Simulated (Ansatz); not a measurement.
Ge(CF3)H3 (CH₃F₃Ge), 8 atoms. Hardware: 4 threads of Arm Neoverse N1 on a shared host.

Correlated methods freeze 13 core orbitals; core or outer-core shells of Ge are correlated, in sets that lack core-valence functions.

(1) How many basis functions does each of these Ansatz runs have, and roughly what does it cost? HF/def2-TZVP, charge 0 singlet, energy, from earlier orbitals; B97M-V/def2-TZVP, charge 0 singlet, energy, from earlier orbitals; PBE0-D4/def2-SVP, charge 1 doublet at the geometry of the charge 0 singlet, energy with a search over starts; PBE-D4/def2-TZVP, charge 0 singlet, energy, from earlier orbitals; r2SCAN-D4/def2-TZVP, charge 0 singlet, energy, from earlier orbitals; B3LYP-D4/def2-TZVP, charge 0 singlet, energy, from earlier orbitals; PBE0-D4/def2-TZVP, charge 1 doublet at the geometry of the charge 0 singlet, energy, from earlier orbitals; r2SCAN-D4/def2-TZVP, charge 0 triplet at the geometry of the charge 0 singlet, energy, from earlier orbitals; PBE-D4/def2-SVP, charge 0 singlet, energy, from earlier orbitals; CCSD(T)/def2-TZVP, charge 0 singlet, energy, from earlier orbitals; PBE0-D4/def2-SVP, charge 0 singlet, energy with a search over starts; PBE-D4/def2-TZVP, charge 1 doublet at the geometry of the charge 0 singlet, energy, from earlier orbitals.

Answers

(1) Other jobs shared the machine, so times can vary by a factor of up to 3. A dash marks memory too small to be measured apart from the calling script's.

```tsv
run	functions	fitting or Cholesky vectors	wall time	peak host memory (GiB)
PBE-D4/def2-SVP, charge 0 singlet, energy, from earlier orbitals	103	1127	1.2 s	–
PBE0-D4/def2-SVP, charge 0 singlet, energy with a search over starts	103	1009	1.9 s	–
HF/def2-TZVP, charge 0 singlet, energy, from earlier orbitals	190	1421	2 s	–
PBE-D4/def2-TZVP, charge 0 singlet, energy, from earlier orbitals	190	1138	2.3 s	–
B3LYP-D4/def2-TZVP, charge 0 singlet, energy, from earlier orbitals	190	1169	3.4 s	–
r2SCAN-D4/def2-TZVP, charge 0 singlet, energy, from earlier orbitals	190	1138	4.6 s	–
PBE0-D4/def2-SVP, charge 1 doublet at the geometry of the charge 0 singlet, energy with a search over starts	103	1009	4.9 s	–
PBE-D4/def2-TZVP, charge 1 doublet at the geometry of the charge 0 singlet, energy, from earlier orbitals	190	1138	5.5 s	–
PBE0-D4/def2-TZVP, charge 1 doublet at the geometry of the charge 0 singlet, energy, from earlier orbitals	190	1181	7.5 s	0.61
B97M-V/def2-TZVP, charge 0 singlet, energy, from earlier orbitals	190	1138	8.5 s	–
r2SCAN-D4/def2-TZVP, charge 0 triplet at the geometry of the charge 0 singlet, energy, from earlier orbitals	190	1138	12 s	–
CCSD(T)/def2-TZVP, charge 0 singlet, energy, from earlier orbitals	190	1310	2.6 min	2.5
```
